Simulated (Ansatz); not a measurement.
Born–Oppenheimer molecular dynamics of CH5AlF2 (9 atoms, charge 0, multiplicity 1). It starts at the highest image of a converged band. Of that band: Beside the main top the profile has a ripple of under 15 meV (maxima at images 4, 8), which may be a very shallow well or noise. A structure lower than the last end lies on the path between it and the top, so the climb from that side starts below the end, which may itself be a saddle point or a shallow side well. A vibrational analysis at the climbing image gives one clearly imaginary mode, 298i cm⁻¹: a first-order saddle point.

All numbers below come from RKS r2SCAN/def2-SVP in Ansatz 0.2.0.

| Item | Value |
| --- | --- |
| ensemble | NVE (velocity Verlet) |
| time step | 0.5 fs |
| steps asked | 200 |
| starting velocities drawn for | 300 K |
| seed | 7415 |

First frame:

```xyz
9
Properties=species:S:1:pos:R:3
Al -0.101 -0.167 0.171
C -0.043 -0.005 2.191
H -0.968 0.547 2.437
H -0.026 -0.818 2.950
H 0.820 0.631 2.453
H 1.083 0.389 -0.705
F -1.649 -0.137 -0.461
F 0.203 -2.050 0.612
H 0.139 -1.550 1.503
```

**Question.** How far do the bonds stretch over the last three quarters of this one trajectory? (Pairs bonded in most of those frames.)

**Answer.** 
```csv
bond,mean (Å),spread (Å),shortest,longest
Al1–C2,1.993,0.053,1.92,2.06
Al1–H6,1.583,0.010,1.57,1.60
Al1–F7,1.679,0.034,1.62,1.73
Al1–F8,2.066,0.020,2.01,2.09
C2–H3,1.107,0.007,1.09,1.12
C2–H4,1.112,0.014,1.09,1.14
C2–H5,1.105,0.012,1.09,1.13
F8–H9,0.953,0.019,0.92,0.99
```

Mean temperature of the second half: 197 K. The conserved energy stayed within 0.065 meV per atom of its start (net change 0.03 meV per atom), so the integration is sound. A run of 0.1 ps of so small a system gives no equilibrium averages. The orbitals stay closed-shell, which can raise the energy where a bond breaks towards radicals; this wasn't checked here.

The run took 3.5 min on 2 threads of Intel(R) Xeon(R) 6975P-C (Granite Rapids) (shared host), peak memory 0.16 GiB.
